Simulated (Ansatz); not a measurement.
One change: `O[SiH]1C[SiH2]1` becomes `O[Si]1(S)C[SiH2]1`.

Ansatz, PBE0-D4/def2-TZVP geometries, multiplicity 1. Each molecule was computed in one conformer, which needn't be the lowest.

| property | `O[SiH]1C[SiH2]1` |
| --- | --- |
| HOMO–LUMO gap (ωB97M-V/def2-TZVPP) / eV | 9.10 |
| HOMO–LUMO gap (PBE0/def2-TZVPP) / eV | 5.21 |
| ideal-gas entropy at 298 K and 1 bar (rigid rotor, harmonic PBE0-D4/def2-TZVP) / J/(mol·K) | 320 |
| HOMO energy (B3LYP/def2-TZVPP) / eV | -6.00 |
| size of the dipole moment (PBE/def2-TZVPP) / D | 2.26 |
| LUMO energy (ωB97M-V/def2-TZVPP) / eV | 0.91 |

Q: What does the change do to each property? (Best estimate.)

A: The calculation gave: 
```
                                                                                  property  `O[Si]1(S)C[SiH2]1`  shift
                                                   HOMO–LUMO gap (ωB97M-V/def2-TZVPP) / eV                 9.97   0.87
                                                      HOMO–LUMO gap (PBE0/def2-TZVPP) / eV                 6.26   1.05
ideal-gas entropy at 298 K and 1 bar (rigid rotor, harmonic PBE0-D4/def2-TZVP) / J/(mol·K)                  367     47
                                                       HOMO energy (B3LYP/def2-TZVPP) / eV                -6.41  -0.41
                                            size of the dipole moment (PBE/def2-TZVPP) / D                 0.81  -1.45
                                                     LUMO energy (ωB97M-V/def2-TZVPP) / eV                 1.38   0.47
```

With PBE0 the HOMO falls by 0.41 eV and the LUMO rises by 0.64 eV, so the gap widens by about 1.05 eV. PBE moves the HOMO by -0.34 eV and ωB97M-V by -0.39 eV. The zero-point energy changes by 3.6 kJ/mol with +3 modes. Dipoles are sizes alone; their direction can turn.

B3LYP here is the variant with VWN-RPA as its local correlation; programs differ in this.
